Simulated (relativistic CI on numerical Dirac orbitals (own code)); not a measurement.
Radial Dirac CI calculation of Pb4+.

Command:

```sh
python run_levels.py task.json out
```

Input:

```
atom Pb  Z=82  charge=4  electrons=78
nucleus A=208  rms_radius_fm=5.5012
hamiltonian dirac-coulomb  breit=on  qed=on  c_scale=1
orbitals kli  potential=per-configuration
slater_scale 1
correlation none
mixing on
grid step=0.0125 r_max=51.9
scf mixing=0.4 start=green max_iterations=150 tolerance=2e-08 node_fill=0.05
configurations
  [Xe] 4f14 5d10
  [Xe] 4f14 5d9 6s
  [Xe] 4f14 5d9 5f
end
```

Output:

```
SCF 1: [Xe] 4f14 5d10
 iter      energy (Ha)   residual   last orbital (Ha)
    1    -20831.097468   4.27e+00     -6.40990
    2    -20903.596253   1.26e+00     -3.54251
    3    -20909.872337   2.72e-01     -2.55768
    4    -20910.265710   1.85e-01     -2.62565
    5    -20910.351955   8.22e-03     -2.49948
    6    -20910.352697   5.26e-03     -2.50908
    7    -20910.354397   4.25e-03     -2.51025
    8    -20910.353826   7.82e-04     -2.50715
    9    -20910.353901   2.57e-04     -2.50734
   10    -20910.353936   1.85e-06     -2.50745
   11    -20910.353936   1.15e-07     -2.50745
   12    -20910.353936   1.10e-08     -2.50745
SCF 2: [Xe] 4f14 5d9 6s
 iter      energy (Ha)   residual   last orbital (Ha)
    1    -20833.151543   4.24e+00     -3.67465
    2    -20903.168122   1.26e+00     -2.46669
    3    -20909.330850   2.67e-01     -2.01910
    4    -20909.713433   1.79e-01     -2.02234
    5    -20909.790873   6.63e-03     -1.95978
    6    -20909.791517   3.77e-03     -1.95946
    7    -20909.792812   3.19e-03     -1.95941
    8    -20909.792377   3.92e-04     -1.95816
    9    -20909.792441   2.19e-05     -1.95813
   10    -20909.792448   1.75e-05     -1.95811
   11    -20909.792446   4.26e-08     -1.95811
   12    -20909.792446   3.24e-08     -1.95811
   13    -20909.792446   9.58e-10     -1.95811
SCF 3: [Xe] 4f14 5d9 5f
 iter      energy (Ha)   residual   last orbital (Ha)
    1    -20829.747509   4.27e+00     -2.96918
    2    -20902.196971   1.23e+00     -1.23142
    3    -20908.254653   2.67e-01     -0.91253
    4    -20908.640205   1.50e-01     -0.90641
    5    -20908.708017   6.55e-03     -0.87142
    6    -20908.708241   4.87e-03     -0.87015
    7    -20908.709688   2.96e-03     -0.86971
    8    -20908.709265   1.16e-03     -0.86886
    9    -20908.709380   2.22e-04     -0.86896
   10    -20908.709410   2.31e-05     -0.86898
   11    -20908.709406   3.44e-07     -0.86898
   12    -20908.709406   2.54e-08     -0.86898
   13    -20908.709406   1.33e-09     -0.86898
orbital energies (Ha): 4d5/2 -16.2669  4f5/2 -6.8149  4f7/2 -6.6308  5s -7.0580  5p1/2 -5.5353  5p3/2 -4.7244  5d3/2 -2.6061  5d5/2 -2.5074
configuration averages (Ha): Dirac-Coulomb, Breit, QED
  5d10                        -20910.353936   24.736067   17.037432
  5d9 6s                      -20909.792446   24.737313   17.039941
  5d9 5f                      -20908.709406   24.735432   17.037798
levels: no., configuration, term, J, E (cm-1), weight
   1 5d10                   1S   0                0.0  1.00
   2 5d9 6s                 3D   3           113110.7  1.00
   3 5d9 6s                 3D   2           118077.6  0.63
   4 5d9 6s                 3D   1           134304.6  1.00
   5 5d9 6s                 1D   2           139210.4  0.63
   6 5d9 5f                 3P*  0           341949.4  1.00
   7 5d9 5f                 3P*  1           343815.4  0.89
   8 5d9 5f                 3P*  2           346424.9  0.61
   9 5d9 5f                 3H*  6           347389.5  1.00
  10 5d9 5f                 3H*  5           349328.6  0.57
  11 5d9 5f                 3F*  2           351735.8  0.38
  12 5d9 5f                 3D*  3           351902.8  0.56
  13 5d9 5f                 3F*  4           352787.2  0.79
  14 5d9 5f                 1G*  4           354351.0  0.38
lowest total energy -20868.580436 Ha
end: converged
```

With so few configurations and no correlation, terms lie too far apart (by 10 to 50 % or more near neutrality), their order can be wrong, and levels of other configurations are missing. Levels that differ in their count of f electrons can be misplaced by tens of thousands of cm⁻¹.

Run time about 0.35 s of CPU on one thread of Neoverse-V1 (shared host).
